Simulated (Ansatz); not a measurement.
Mg₃Te₃. The state is a singlet with charge 0. Geometry PBE0-D4/def2-SVP; atoms count from 1.

```xyz
6

Mg   -1.042   -0.126    1.658
Mg    0.891   -1.590   -0.728
Mg    0.152    1.711   -0.926
Te   -0.245   -2.614    1.405
Te   -1.346    2.422    1.108
Te    1.591    0.198   -2.517
```

In the def2 sets Te takes a core potential; there is no spin–orbit coupling. The structure comes from a short search, and lower isomers may exist.

Q: Estimate the Mulliken populations from the PBE0/def2-TZVP orbitals of Ansatz.

A: 
| atom | charge (e) |
| --- | --- |
| Mg1 | 0.51 |
| Mg2 | 0.51 |
| Mg3 | 0.51 |
| Te4 | -0.51 |
| Te5 | -0.51 |
| Te6 | -0.51 |
Mulliken values depend strongly on the basis.

Q: And the Mayer bond orders between heavy atoms (over 0.3)?

A: Mg1–Te4 1.02 (2.62 Å); Mg1–Te5 1.02 (2.62 Å); Mg2–Te4 1.02 (2.62 Å); Mg2–Te6 1.02 (2.62 Å); Mg3–Te5 1.02 (2.62 Å); Mg3–Te6 1.02 (2.62 Å).
